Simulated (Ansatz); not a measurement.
This geometry of CH₈GeN₂OSi (14 atoms, charge 0, multiplicity 1) is a first-order saddle point.

The calculation used RKS PBE-D4/def2-SVP in Ansatz.

```xyz
14
Properties=species:S:1:pos:R:3
N -2.202 -0.886 -1.024
Ge -0.973 -1.275 0.272
N 0.819 -1.514 -0.315
Si 0.996 -0.124 0.727
C 1.268 1.639 0.032
O 0.688 2.585 0.933
H -3.032 -1.461 -1.167
H -2.167 -0.047 -1.599
H -1.560 -2.501 1.024
H 1.408 -2.162 -0.845
H 1.772 -0.242 2.021
H 2.353 1.873 -0.020
H 0.878 1.722 -1.013
H -0.260 2.362 1.003
```

(1) Which two structures does it join? (They come from a converged band through this point; their orientation in space is the band's.)

(2) How far does it lie above each of them?

Results:

(1) No bond is made or broken. The height of N1 over the plane of its neighbours goes from 0.37 to -0.36 Å.

Image 0:

```xyz
14
Properties=species:S:1:pos:R:3
N -2.064 -1.179 -1.265
Ge -0.933 -1.354 0.201
N 0.867 -1.442 -0.338
Si 0.947 -0.083 0.760
C 1.169 1.698 0.095
O 0.572 2.621 1.008
H -3.058 -1.201 -1.002
H -1.902 -0.319 -1.804
H -1.471 -2.594 0.974
H 1.496 -2.084 -0.827
H 1.714 -0.212 2.056
H 2.248 1.959 0.038
H 0.771 1.782 -0.947
H -0.370 2.377 1.080
```

Image 8:

```xyz
14
Properties=species:S:1:pos:R:3
N -2.371 -0.751 -0.829
Ge -1.027 -1.234 0.355
N 0.731 -1.514 -0.347
Si 0.988 -0.137 0.686
C 1.266 1.622 -0.014
O 0.752 2.577 0.915
H -2.742 -1.548 -1.363
H -2.081 -0.030 -1.499
H -1.581 -2.453 1.140
H 1.285 -2.218 -0.842
H 1.786 -0.277 1.962
H 2.353 1.830 -0.118
H 0.828 1.715 -1.039
H -0.200 2.387 1.021
```

(2) 1.1 kcal/mol above the first and 1.4 kcal/mol above the second. This is the barrier of this one path; another mechanism may lie lower.

The run took 2.5 min on 2 threads of Arm Neoverse V2, on a shared host, peak memory 0.21 GiB.
